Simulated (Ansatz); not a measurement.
AlGe₂₄PH₃₀, a doped nanocrystal cut from the lattice of germanium (Al and P 4.7 A apart). Total charge 0; triplet. Geometry PBE-D4/def2-SVP, that of the neutral singlet; atoms count from 1.

```xyz
56

Ge   -1.254    2.657    0.755
Ge    1.843    3.428   -1.747
Ge    2.291    3.732    2.201
Ge    0.935    0.111    2.742
Ge    4.082    0.821    0.304
Ge   -1.764    2.183   -3.176
Ge   -4.801    1.523   -0.613
Ge   -2.470   -1.008    1.413
Ge   -3.031   -1.575   -2.502
Al    0.643   -0.472   -1.311
Ge    2.824   -2.942    1.084
Ge   -0.700   -4.145   -0.343
Ge   -0.269   -3.504    3.625
Ge    0.721    4.051    0.343
Ge   -2.843    2.916   -1.096
Ge    0.184    3.637   -3.551
Ge   -0.503    0.321    0.771
Ge    2.561    1.081   -1.613
P     2.856    1.437    2.247
Ge    1.735   -2.174    3.143
Ge    4.782   -1.488    0.791
Ge   -1.085   -0.180   -3.065
Ge   -4.087   -0.814   -0.422
Ge   -1.787   -3.345    1.706
Ge   -2.310   -3.904   -2.187
Ge    1.309   -2.819   -0.850
H    -1.891    3.087    2.116
H     3.025    4.428   -1.965
H     1.725    3.979    3.630
H     3.673    4.438    2.076
H     0.467    0.836    4.048
H     5.269    1.831    0.448
H    -2.778    2.467   -4.333
H    -5.472    1.995    0.712
H    -5.848    1.679   -1.757
H    -3.094   -0.470    2.743
H    -4.130   -1.552   -3.615
H     3.372   -4.377    1.381
H    -0.377   -5.662   -0.144
H    -0.944   -2.967    4.923
H     0.174   -4.974    3.891
H     0.399    5.579    0.386
H    -3.256    4.419   -1.210
H    -0.265    5.128   -3.641
H     0.887    3.280   -4.897
H     3.559    0.866   -2.802
H     3.769    1.305    3.344
H     2.731   -2.149    4.348
H     5.680   -1.453    2.066
H     5.675   -1.927   -0.407
H    -0.690   -0.563   -4.531
H    -5.326   -1.711   -0.099
H    -3.050   -4.215    2.010
H    -3.554   -4.800   -1.895
H    -1.658   -4.432   -3.502
H     2.067   -3.596   -1.978
```

Single mean-field runs in def2-SVP are fitted with def2-universal-jkfit. At PBE0-D4/def2-SVP a singlet of charge 0 lies 3.98 eV below the triplet at the same geometry.

(1) Estimate the Mulliken populations of the heavy atoms from the PBE0/def2-SVP orbitals of Ansatz.

(2) Where does the spin sit?

(3) And the Mayer bond orders between bonded heavy atoms (over 0.3)?

## Answers

(1) 
| atom | charge (e) | spin (α − β) |
| --- | --- | --- |
| Ge1 | 0.04 | 0.01 |
| Ge2 | -0.01 | 0.01 |
| Ge3 | 0.11 | 0.18 |
| Ge4 | 0.05 | 0.26 |
| Ge5 | 0.01 | 0.29 |
| Ge6 | -0.01 | 0.00 |
| Ge7 | 0.13 | 0.00 |
| Ge8 | 0.03 | 0.04 |
| Ge9 | -0.02 | 0.09 |
| Al10 | 0.11 | 0.25 |
| Ge11 | -0.01 | 0.04 |
| Ge12 | 0.00 | 0.02 |
| Ge13 | 0.13 | 0.02 |
| Ge14 | 0.01 | 0.01 |
| Ge15 | -0.01 | 0.01 |
| Ge16 | 0.12 | 0.02 |
| Ge17 | -0.31 | 0.00 |
| Ge18 | -0.04 | 0.26 |
| P19 | -0.16 | -0.07 |
| Ge20 | 0.01 | -0.01 |
| Ge21 | 0.13 | 0.01 |
| Ge22 | -0.02 | 0.31 |
| Ge23 | -0.02 | 0.03 |
| Ge24 | 0.00 | 0.00 |
| Ge25 | 0.12 | 0.00 |
| Ge26 | -0.07 | -0.02 |
Mulliken values and Mayer orders depend strongly on the basis.

(2) Summed by element: Ge 1.56, Al 0.25, P -0.07, H 0.26, of 2 unpaired in all. Largest on single atoms: Ge22 0.31, Ge5 0.29, Ge4 0.26.

(3) Ge1–Ge14 0.90 (2.45 Å); Ge1–Ge15 0.91 (2.45 Å); Ge1–Ge17 0.91 (2.45 Å); Ge2–Ge14 0.91 (2.45 Å); Ge2–Ge16 0.91 (2.46 Å); Ge2–Ge18 0.90 (2.46 Å); Ge3–Ge14 0.93 (2.45 Å); Ge3–P19 0.74 (2.36 Å); Ge4–Ge17 0.89 (2.45 Å); Ge4–P19 0.68 (2.39 Å); Ge4–Ge20 0.93 (2.45 Å); Ge5–Ge18 0.83 (2.46 Å); Ge5–P19 0.76 (2.38 Å); Ge5–Ge21 0.92 (2.46 Å); Ge6–Ge15 0.92 (2.45 Å); Ge6–Ge16 0.91 (2.46 Å); Ge6–Ge22 0.90 (2.46 Å); Ge7–Ge15 0.92 (2.45 Å); Ge7–Ge23 0.92 (2.45 Å); Ge8–Ge17 0.87 (2.46 Å); Ge8–Ge23 0.88 (2.45 Å); Ge8–Ge24 0.92 (2.45 Å); Ge9–Ge22 0.83 (2.46 Å); Ge9–Ge23 0.92 (2.45 Å); Ge9–Ge25 0.92 (2.46 Å); Al10–Ge17 0.89 (2.50 Å); Al10–Ge18 0.78 (2.49 Å); Al10–Ge22 0.64 (2.48 Å); Al10–Ge26 0.88 (2.48 Å); Ge11–Ge20 0.91 (2.45 Å); Ge11–Ge21 0.91 (2.46 Å); Ge11–Ge26 0.89 (2.46 Å); Ge12–Ge24 0.91 (2.45 Å); Ge12–Ge25 0.91 (2.46 Å); Ge12–Ge26 0.89 (2.46 Å); Ge13–Ge20 0.91 (2.45 Å); Ge13–Ge24 0.92 (2.45 Å).
